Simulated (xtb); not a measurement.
H8OSi3, SMILES O[SiH]([SiH3])[SiH3]. All values are semi-empirical tight-binding results from xtb (GFN2-xTB unless named), good for trends rather than for accurate numbers. Coordinates come from a GFN2-xTB optimisation. Other conformers were not sampled.

| Item | Value |
|---|---|
| orbital gap | 3.75 eV |
| dipole moment | 0.98 D |
| zero-point energy | 43.3 kcal/mol |
| G − E(el) at 298.15 K (modified RRHO) | 21.9 kcal/mol |
| static polarisability (D4 model) | 93.6 bohr³ |
| solvation energy, GFN2-xTB/ALPB(water) | -4.0 kcal/mol |
| solvation energy, GFN2-xTB/ALPB(hexane) | -2.2 kcal/mol |
